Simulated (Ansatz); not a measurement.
Reaction (ligand exchange at the Si–Br bond): `[SeH][SiH2]Br` + HCl → `Cl[SiH2][SeH]` + HBr

Isolated molecules relaxed with PBE0-D4/def2-TZVP in Ansatz; ΔE leaves out vibrations. CBS: MP2 limit from def2 TZ/QZ plus the TZ coupled-cluster correction, frozen cores. This one scheme is used for every species. Functionals use def2-TZVPP. For Br, Se outer-core shells are correlated without core-valence functions, which leaves a few kJ/mol of doubt a bond. Scalar relativity is left out up to krypton. One conformer a species, not always the lowest.

| species | r2SCAN0-D4 energy (Eh) |
| --- | --- |
| `[SeH][SiH2]Br` | -5267.02490 |
| HCl | -460.78281 |
| `Cl[SiH2][SeH]` | -3153.06629 |
| HBr | -2574.74036 |

Q: Work out ΔE.

A: ΔE = (-3153.06629) + (-2574.74036) − (-5267.02490) − (-460.78281) = 0.00106 Eh = +2.8 kJ/mol. CCSD(T)/CBS gives +3.9 kJ/mol.

Largest T1 diagnostic among the species: 0.009.

In def2-TZVPP, CCSD(T) changes the Hartree–Fock value by +3.3 kJ/mol (the triples alone add +0.5 kJ/mol) and MP2 by +4.4 kJ/mol. Leaving LDA and LC-ωPBE aside and taking each functional with its dispersion term where it has one, the values, not all of them listed here, spread over 6.3 kJ/mol, from B97M-V to HSE06-D4.
